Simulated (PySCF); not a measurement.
Dipole response of Au²⁺ (gold, charge +2)

[Xe] 4f14 5d9, 2D determinant. Computed with PySCF 2.14 in aug-cc-pwCVTZ-PP with ECP60MDF (8s8p7d4f3g, 122 functions), with a scalar-relativistic core potential. Coupled (time-dependent) response in atomic units; α is the mean over directions.

```tsv
method	mean α (bohr³)	α xx, yy, zz	C₆ (like pair)	S(−4)
UHF	8.053	7.898, 7.898, 8.365	51.76	12.32
PBE	8.987	8.879, 8.879, 9.203	58.77	17.15
```

S(−4) is the Cauchy moment in α(ω) = α(0) + S(−4) ω² + …

Spin-orbit coupling is absent.

α(iu) at PBE:

```json
{"u (hartree)": "0", "α(iu) (bohr³)": "8.987"}
{"u (hartree)": "0.0500", "α(iu) (bohr³)": "8.945"}
{"u (hartree)": "0.100", "α(iu) (bohr³)": "8.821"}
{"u (hartree)": "0.200", "α(iu) (bohr³)": "8.383"}
{"u (hartree)": "0.300", "α(iu) (bohr³)": "7.796"}
{"u (hartree)": "0.500", "α(iu) (bohr³)": "6.569"}
{"u (hartree)": "0.750", "α(iu) (bohr³)": "5.286"}
{"u (hartree)": "1.00", "α(iu) (bohr³)": "4.309"}
{"u (hartree)": "1.50", "α(iu) (bohr³)": "2.985"}
{"u (hartree)": "2.00", "α(iu) (bohr³)": "2.169"}
{"u (hartree)": "3.00", "α(iu) (bohr³)": "1.271"}
{"u (hartree)": "5.00", "α(iu) (bohr³)": "0.5720"}
```

For an ion, C₆ is the dispersion term alone; charge-induced terms of lower order in 1/R come first.

The components differ because the open shell of this determinant is not spherical; for a pure term their mean is the scalar polarisability.

Energies and moments cover only the electrons outside the core potential. Spin-orbit coupling, absent here, splits the open shell strongly.
